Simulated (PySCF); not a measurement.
The scaffold allyl-X carries different groups X. Isolated molecules, 0 K electronic values unless said otherwise. One relaxed conformer stands for each flexible species; it need not be the lowest. Strings in code marks are SMILES. All members: neutral, multiplicity 1. Level: B3LYP-D3(BJ)/def2-TZVP (PySCF), beside PBE-D3(BJ)/def2-TZVP // B3LYP-D3(BJ)/def2-TZVP (PySCF) at the same geometries. B3LYP has the VWN-RPA correlation part, as in Gaussian.  Orbital energies are measured against the vacuum level.

```
species                                                  LUMO, PBE (eV)  LUMO, B3LYP-D3(BJ) (eV)
-------------------------------------------------------  --------------  -----------------------
`C=CCC=S` (C–C–C–C torsion -118°, C–C–C–S torsion 126°)           -3.13                    -2.38
`BCC=C` (H–B–C–C torsion -23°, B–C–C–C torsion -126°)             -2.38                    -1.58
`C=CCCO`                                                          -1.04                 withheld
`C#CCC=C` (C–C–C–C torsion 125°)                                  -0.99                    -0.18
`C=C[CH2][GeH3]` (C–C–C–Ge torsion 106°)                          -0.89                    -0.14
`C=CCF` (C–C–C–F torsion 0°)                                      -0.88                    -0.09
`C=CCNC` (C–C–C–N torsion 123°, C–C–N–C torsion 179°)             -0.82                    -0.01
```

### Question
Fit y = a + b·x, y being the LUMO at the first level, to the 6 complete rows by least squares, with x = the PBE value in eV. Give a, b and the rms residual, and predict the withheld value.

### Answer
Means of the 6 rows: x̄ = -1.515, ȳ = -0.73 eV. Σ(x − x̄)² = 4.9089 and Σ(x − x̄)(y − ȳ) = 4.9643, so b = 1.011 and a = ȳ − b·x̄ = 0.802 eV. The rms residual is 0.024 eV. At x = -1.04 the line gives -0.25 eV. The run for `C=CCCO` gave -0.27 eV, so the line is off by 0.02 eV, within twice the rms residual.

Codes: PySCF.
